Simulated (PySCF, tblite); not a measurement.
Isomers of [C7H10P]- (charge -1). Computed values, GFN2-xTB/tblite, gas phase, harmonic and unscaled. Errors from tens to a few hundred cm⁻¹ against measured bands are possible. One conformer each.

Electronic energies: PBE0/pcSseg-1 single points on the GFN2-xTB geometries (PySCF, gas phase).

```
           SMILES  electronic energy, lowest = 0 (kJ/mol)
  CCc1cc(C)c[p-]1                                     0.0
    CCc1cc[p-]c1C                                     2.6
    CCc1c[p-]cc1C                                     0.3
  CC(C)c1ccc[p-]1                                     2.3
Cc1cc(C)c(C)[p-]1                                     0.5
  CCc1c[p-]c(C)c1                                     1.3
```

Question: How do GFN2-xTB zero-point energies change the relative energies?

Answer: 
```csv
SMILES,ZPE (kJ/mol),of it from modes above 1550 cm⁻¹,electronic (kJ/mol),"with ZPE, lowest = 0 (kJ/mol)",lowest mode (cm⁻¹),rings
CCc1cc(C)c[p-]1,383.7,177.3,0.0,1.8,37,1
CCc1c[p-]cc1C,384.7,177.6,0.3,3.1,60,1
Cc1cc(C)c(C)[p-]1,381.4,176.2,0.5,0.0,76,1
CCc1c[p-]c(C)c1,383.8,177.3,1.3,3.2,37,1
CC(C)c1ccc[p-]1,384.7,178.1,2.3,5.1,20,1
CCc1cc[p-]c1C,384.6,177.3,2.6,5.3,62,1
```

The zero-point energies span 3.3 kJ/mol, from `Cc1cc(C)c(C)[p-]1` to `CC(C)c1ccc[p-]1`. With it `Cc1cc(C)c(C)[p-]1` becomes the lowest.

Question: And how do the electronic energies of GFN2-xTB itself compare?

Answer: `CCc1cc(C)c[p-]1` 5.5; `CCc1c[p-]cc1C` 0.0; `Cc1cc(C)c(C)[p-]1` 1.7; `CCc1c[p-]c(C)c1` 6.7; `CC(C)c1ccc[p-]1` 11.7; `CCc1cc[p-]c1C` 7.4 kJ/mol, lowest = 0. Against the energies above, taken from the same isomer `CCc1cc(C)c[p-]1`, the largest difference is 5.8 kJ/mol.

Question: What do entropy and thermal enthalpy add at 298.15 K and 1 bar (rigid rotor, harmonic oscillator, one conformer each)?

Answer: 
```json
{"SMILES": "CCc1cc(C)c[p-]1", "point group": "C1", "symmetry number": "1", "S (J/(mol K))": "399.9", "H − H(0) (kJ/mol)": "26.53", "ZPE + H − H(0) − TS (kJ/mol)": "291.0"}
{"SMILES": "CCc1c[p-]cc1C", "point group": "C1", "symmetry number": "1", "S (J/(mol K))": "386.4", "H − H(0) (kJ/mol)": "25.86", "ZPE + H − H(0) − TS (kJ/mol)": "295.3"}
{"SMILES": "Cc1cc(C)c(C)[p-]1", "point group": "Cs", "symmetry number": "1", "S (J/(mol K))": "396.5", "H − H(0) (kJ/mol)": "27.54", "ZPE + H − H(0) − TS (kJ/mol)": "290.8"}
{"SMILES": "CCc1c[p-]c(C)c1", "point group": "C1", "symmetry number": "1", "S (J/(mol K))": "394.9", "H − H(0) (kJ/mol)": "26.35", "ZPE + H − H(0) − TS (kJ/mol)": "292.4"}
{"SMILES": "CCc1cc[p-]c1C", "point group": "C1", "symmetry number": "1", "S (J/(mol K))": "385.3", "H − H(0) (kJ/mol)": "25.84", "ZPE + H − H(0) − TS (kJ/mol)": "295.5"}
```

Not tabulated: `CC(C)c1ccc[p-]1` (lowest mode only 20 cm⁻¹).
